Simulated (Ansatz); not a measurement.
The first iterations of a band of AlH₅O₂Si (9 atoms, charge 0, multiplicity 1).

Method: Ansatz 0.2.0, RKS B3LYP-D4/6-31G*.

| Property | Result |
| --- | --- |
| movable images | 9 |
| climbing image | yes |
| spring | 5.0 eV/Å² |
| optimiser | quadratic models (default) |
| start path | through a guess of the saddle point |
| force threshold | 0.05 eV/Å |
| iteration limit | 42 |
| end points | relaxed |

First end point:

```xyz
9
Properties=species:S:1:pos:R:3
Al 0.320 -0.420 0.577
H 0.752 -0.273 2.084
O 1.397 -0.144 -0.719
H 2.311 0.115 -0.547
O -1.272 -0.867 0.199
Si -2.573 -1.240 -0.735
H -3.310 -2.386 -0.137
H -3.498 -0.077 -0.821
H -2.165 -1.620 -2.116
```

Last end point:

```xyz
9
Properties=species:S:1:pos:R:3
Al -0.376 1.048 0.508
H 1.918 -0.600 1.106
O 1.455 -0.313 0.301
H 0.867 -1.047 0.029
O -1.077 -0.435 -0.192
Si -2.389 -1.198 -0.834
H -2.623 -2.500 -0.145
H -3.631 -0.383 -0.704
H -2.181 -1.485 -2.282
```

| iteration | highest image above the first end (eV) | largest band force component (eV/Å) |
| --- | --- | --- |
| 1 | 5.212 | 33.011 |
| 2 | 3.478 | 2.807 |
| 3 | 3.140 | 1.468 |
| 4 | 2.965 | 1.750 |
| 5 | 2.876 | 0.698 |
| 6 | 2.471 | 0.691 |
| 7 | 2.717 | 1.453 |
| 8 | 2.456 | 1.642 |

Question: Does the band converge within its limit, and where does its top end?

Answer: The run converged. It ended after 24 iterations with the highest image 2.918 eV above the first end. Neighbouring images differ by up to 1.3 eV, so the band resolves the path poorly. A vibrational analysis at the climbing image gives one clearly imaginary mode, 1412i cm⁻¹: a first-order saddle point. The orbitals stay closed-shell, which can raise the energy where a bond breaks towards radicals; this wasn't checked here.

Run time: 10 min on 1 thread of Arm Neoverse V2 (shared host), peak memory 0.15 GiB.
